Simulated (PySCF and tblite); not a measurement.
The numbers below are computed, except where a source is named.
5 constitutional isomers of C₅H₂FNO:

| isomer | SMILES |
| --- | --- |
| A | [CH:1]#[C:2][c:3]1[cH:4][n:5][c:6]([F:7])[o:8]1 |
| B | [N:1]#[C:2][C:3]1=[CH:4][C@H:5]([F:6])[C:7]1=[O:8] |
| C | [N:1]#[C:2][C:3]1=[C:4]([F:5])[C:6](=[O:7])[CH2:8]1 |
| D | [CH2:1]=[C:2]1[O:3][C:4]([F:5])=[C:6]1[C:7]#[N:8] |
| E | [CH:1]#[C:2][c:3]1[cH:4][o:5][n:6][c:7]1[F:8] |

Protocol: conformer search, at most 5 conformers an isomer, GFN2-xTB geometries, energies PBE0/def2-SVP (IEF-PCM, cyclohexane) (D3(BJ) added where defined), weights at 298.15 K with GFN2-xTB thermal terms. Programs: PySCF with density fitting and tblite.

(1) Rank the isomers by free energy at 298.15 K.

Results:

(1) 
| isomer | ΔG (kcal/mol) | ΔE, lowest conformer | conformers | largest weight % | rms dipole (D) |
| --- | --- | --- | --- | --- | --- |
| C | 0.0 | 0.0 | 1 | 100 | 1.70 |
| B | 3.7 | 4.1 | 1 | 100 | 4.60 |
| A | 8.1 | 7.6 | 1 | 100 | 2.35 |
| D | 19.0 | 19.5 | 1 | 100 | 3.61 |
| E | 35.6 | 35.3 | 1 | 100 | 3.40 |

ΔG is for one enantiomer.
